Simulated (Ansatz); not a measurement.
`C[S][GeH]([F])[F]`. Charge 0, multiplicity 1. All single points use the PBE0-D4/def2-TZVP geometry. It is one conformer, not always the lowest.

```xyz
9

C     0.712    1.290    0.533
S     1.335   -0.297   -0.106
Ge   -0.590   -1.198   -0.584
F    -1.558   -1.278    0.847
F    -0.286   -2.830   -1.036
H     0.165    1.845   -0.229
H     1.595    1.863    0.814
H     0.090    1.140    1.414
H    -1.463   -0.535   -1.653
```

(1) What is the dipole moment at PBE/def2-TZVPP? (Best estimate.)

(2) And with r2SCAN, B3LYP, ωB97M-V? (Estimate.)

(3) Give the Mulliken charges with PBE, r2SCAN, ωB97M-V in def2-TZVPP. (Estimate.)

Results:

(1) Ansatz gave: 3.29 D, with components (0.22, 3.25, -0.48) D in this frame, pointing from negative to positive charge.

(2) Ansatz gave: r2SCAN 3.42 D, B3LYP 3.44 D, ωB97M-V 3.41 D.

(3) Ansatz gave: 
```csv
atom,PBE,r2SCAN,ωB97M-V
C1,-0.28,-0.16,-0.37
S2,-0.21,-0.24,-0.17
Ge3,0.75,0.84,0.78
F4,-0.33,-0.37,-0.37
F5,-0.32,-0.36,-0.36
H6,0.13,0.09,0.15
H7,0.13,0.09,0.14
H8,0.15,0.11,0.17
H9,-0.01,-0.01,0.02
```

B3LYP here is the variant with VWN-RPA as its local correlation; programs differ in this.
